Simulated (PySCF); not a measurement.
PySCF job for SnI2, SMILES [I][Sn][I] (connectivity only; charge and spin as stated), neutral, multiplicity 1, C-PCM-PBE0/def2-SVP. Coordinates come from a ωB97X-D3(BJ)/def2-SVP optimisation. The isomer is the one that the SMILES or the coordinates give; other isomers of the formula were not compared. The def2 effective core potentials stand for the cores of I, Sn; spin–orbit coupling is left out.

```python
import numpy as np
from pyscf import gto, scf, dft
from pyscf.solvent import pcm

mol = gto.M(
    atom='''
    Sn    0.00000000   -0.00000000    1.18621110
    I     0.00000000    2.04038696   -0.55953354
    I     0.00000000   -2.04038695   -0.55953354
    ''',
    basis='def2-SVP',
    ecp={'I': 'def2-svp', 'Sn': 'def2-svp'},
    charge=0,
    spin=0,
    max_memory=1600,
    verbose=3,
)
mf = dft.RKS(mol, xc='pbe0').density_fit(auxbasis='def2-universal-jkfit')
mf.grids.level = 3
mf.conv_tol = 1e-9
mf.max_cycle = 100
mf.kernel()
res = {}
for name, eps in {'water': 78.355, 'cyclohexanone': 15.619, 'diethylether': 4.24}.items():
    s = mf.PCM()
    s.with_solvent.method, s.with_solvent.eps, s.with_solvent.lebedev_order = 'C-PCM', eps, 29
    s.kernel(mf.make_rdm1())
    res[name] = (s.e_tot, eps, s.dip_moment(), s.mo_energy, s.converged)
    print(f'{name}: electrostatic solvation free energy {(s.e_tot - mf.e_tot) * 627.509474:.3f} kcal/mol')
```

Program output:

```
converged SCF energy = -809.844080266302

WARN: PCM is an experimental feature. It is still in testing.
Features and APIs may be changed in the future.

converged SCF energy = -809.849977506405
Dipole moment(X, Y, Z, Debye): -0.00000, -0.00000,  3.85474
water: electrostatic solvation free energy -3.701 kcal/mol

WARN: PCM is an experimental feature. It is still in testing.
Features and APIs may be changed in the future.

converged SCF energy = -809.849576072734
Dipole moment(X, Y, Z, Debye):  0.00000, -0.00000,  3.74900
cyclohexanone: electrostatic solvation free energy -3.449 kcal/mol

WARN: PCM is an experimental feature. It is still in testing.
Features and APIs may be changed in the future.

converged SCF energy = -809.848330077921
Dipole moment(X, Y, Z, Debye): -0.00000, -0.00000,  3.42851
diethylether: electrostatic solvation free energy -2.667 kcal/mol
```

The calculation finished and met its thresholds.
